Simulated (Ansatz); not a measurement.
`F[SiH]([S])Cl` radical. The species carries charge 0 and has multiplicity 2.

```xyz
5

F    -0.1328    1.5441    0.5653
Si    0.1211    0.0770    0.0176
S    -0.7666   -0.2482   -1.8589
Cl   -0.8009   -1.2441    1.2621
H     1.5792   -0.1289    0.0139
```

Problem. List the harmonic frequencies (cm⁻¹, unscaled) at PBE0-D4/def2-TZVP in Ansatz. (Estimate.)

Solution. The calculation gave: 131, 206, 285, 515, 568, 735, 826, 918, 2289.

Problem. Is this a minimum?

Solution. Yes, all 9 modes are real.

Problem. Give the ideal-gas thermochemistry at 298.15 K and 1 bar (rigid rotor, harmonic oscillator; point group C1, symmetry number 1).

Solution. Zero-point energy 38.7 kJ/mol; H(298) − E = 54.6 kJ/mol; entropy 321.8 J/(mol·K), of which translation 168.1, rotation 113.5, vibration 34.4, electronic 5.8; G(298) − E = -41.3 kJ/mol.

Problem. And at 400, 500, 600, 800 and 1000 K?

Solution. 
| T (K) | H − E (kJ/mol) | S (J/mol/K) | G − E (kJ/mol) |
| --- | --- | --- | --- |
| 400 | 62.6 | 344.7 | -75.3 |
| 500 | 71.1 | 363.6 | -110.7 |
| 600 | 80.0 | 379.9 | -147.9 |
| 800 | 98.8 | 406.9 | -226.7 |
| 1000 | 118.5 | 428.8 | -310.4 |
